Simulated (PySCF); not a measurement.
Here is a job for PySCF.
```python
from pyscf import gto, scf, dft

mol = gto.Mole()
mol.atom = '''
    Se   -0.00212003    0.05554000   -0.00139670
    H    -1.02654637   -0.98490244    0.01728965
    H     1.09862725   -0.90345749    0.03019805
'''
mol.basis = 'cc-pvtz'
mol.charge = 1
mol.spin = 1
mol.verbose = 4
mol.build()

mf = dft.UKS(mol)
mf.xc = 'pbe0'
mf.kernel()
mf.analyze()
```

Question: What is the computed <S^2> (PBE0/cc-pVTZ (PySCF))?

Answer: 0.755

Question: What number of basis functions does PBE0/cc-pVTZ give?

Answer: 71

Question: What total energy does PBE0/cc-pVTZ give?

Answer: -2402.1468 Eh

Question: Estimate the nuclear repulsion energy that PBE0/cc-pVTZ returns for this input.

Answer: 24.8913 Eh

These values belong to the state on which the SCF converged, which isn't shown to be the lowest.
